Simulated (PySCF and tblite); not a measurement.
C₈H₈F₂, numbered as in [CH3:1][C:2]([F:3])([F:4])[c:5]1[cH:6][cH:7][cH:8][cH:9][cH:10]1.

Geometries PBE0-D3(BJ)/def2-SVP; weights from PBE0-D3(BJ)/def2-SVPD (IEF-PCM, chloroform) energies and GFN2-xTB thermal corrections, with symmetry numbers and mirror pairs. Conformers within 3 kcal/mol (GFN2-xTB free energy) were kept, 7 at most. Couplings: B3LYP/pcSseg-1 with pcJ-1 on H, F (gas phase; spin-dipole term only for pairs with B, N, F, Si or P). Couplings are for ¹⁹F, ¹H. Codes: tblite and PySCF.

Torsions listed: F3–C2–C5–C6.

```
conformer  shape  weight %
        1   147°      79.4
        2    55°      20.6
```

Give the couplings in each conformer and the averages at 298.15 K (pairs that fast motion interchanges averaged).


| coupling | pairs | 1 | 2 | average (Hz) |
| --- | --- | --- | --- | --- |
| ³J(H1,F3) | 6 | 17.2 | 17.5 | 17.3 |
| ⁵J(F3,H7) | 4 | 0.7 | 0.8 | 0.8 |
| ⁶J(F3,H8) | 2 | -0.7 | -1.2 | -0.8 |
| ²J(H1,H1) | 3 | -14.2 | -14.4 | -14.2 |
| ³J(H6,H7) | 2 | 8.8 | 8.8 | 8.8 |
| ⁴J(H6,H8) | 2 | 0.8 | 0.8 | 0.8 |
| ⁴J(H6,H10) | 1 | 1.6 | 1.6 | 1.6 |
| ³J(H7,H8) | 2 | 8.3 | 8.3 | 8.3 |
| ⁴J(H7,H9) | 1 | 0.8 | 0.8 | 0.8 |

Computed couplings to fluorine can be off by tens of per cent at such levels.

F–F couplings are left out: such levels miss them by tens of Hz and can give the wrong sign.
